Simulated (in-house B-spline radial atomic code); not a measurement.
Results of a calculation; reference values are marked as such.
## Correlation energy from the adiabatic connection: −Z exp(−kr)/r, Z = 5.95, k = 2.44

Two electrons in a singlet, external potential −Z exp(−kr)/r, Z = 5.95, k = 2.44 (atomic units). Full CI in B-splines (partial waves to l = 8, correlation up to 0.6 % small) with the density held fixed gives W(λ) = <V_ee>_λ − U, and E_c is the integral of W(λ) − W(0) from 0 to 1.

| λ | W(λ) − W(0) (hartree) |
| --- | --- |
| 0 | 0.00000 |
| 0.02 | -0.00194 |
| 0.05 | -0.00485 |
| 0.12 | -0.01157 |
| 0.25 | -0.02387 |
| 0.4 | -0.03777 |
| 0.6 | -0.05581 |
| 0.8 | -0.07333 |
| 1 | -0.09035 |

Integrate the table by the trapezoid rule.

The strips give -0.00002, -0.00010, -0.00057, -0.00230, -0.00462, -0.00936, -0.01291, -0.01637, which sum to -0.04626 hartree. The direct value, W(1) − W(0) + T_c with T_c = 0.04405, is -0.04630; the curve is convex, so chords lie above it and the trapezoids fall short in size by 0.08 %.

Now use only three numbers: W(0) = -3.0284, the initial slope W'(0) = -0.09738 (extrapolated from the first points) and the strong-coupling limit of the point-charge-plus-continuum model, W∞ = -4.3317. What do second-order theory and the interpolation W(λ) = W∞ + (W(0) − W∞)/√(1 + 2χλ) of Seidl, Perdew and Levy give?

Second order keeps the slope alone: E_c = W'(0)/2 = -0.04869, +5 % in size against -0.04630. Matching the slope fixes χ = W'(0)/(W∞ − W(0)) = -0.09738/(-1.30330) = 0.07472. Integrating, with s = √(1 + 2χ) = 1.072118, E_c = −(W(0) − W∞)(s − 1)/(s + 1) = −1.30330 × 0.072118/2.072118 = -0.04536 hartree, -2.0 % in size against the full result. At λ = 1 the formula gives W − W(0) = -0.08767 against -0.09035. Part of the miss can come from the model's W∞.
